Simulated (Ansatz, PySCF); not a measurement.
Caution: the highest occupied level lies above zero, a sign of self-interaction error and of too few diffuse functions. This singlet lies 0.89 eV below the relaxed triplet at the level PBE-D3(BJ)/def2-TZVPD // PBE-D3(BJ)/def2-SVPD (PySCF).

Species: H$_{2}$BO, SMILES `[BH-]O` (lower singlet; H–B–O–H torsion 180°) (charge -1, multiplicity 1).

**Question.** Give a relaxed geometry from PBE-D3(BJ)/def2-SVPD in Ansatz (an electronic-structure program).

**Answer.** Several could match; the one computed here: the end point of this relaxation, one of several conformers (outside a Z-matrix the atoms follow the SMILES, hydrogens last).
Cartesian coordinates (Å) in one orientation:
```xyz
4

B      0.495     0.476    -0.117
O     -0.617    -0.389     0.095
H      1.513    -0.260     0.065
H     -1.391     0.172    -0.044
```
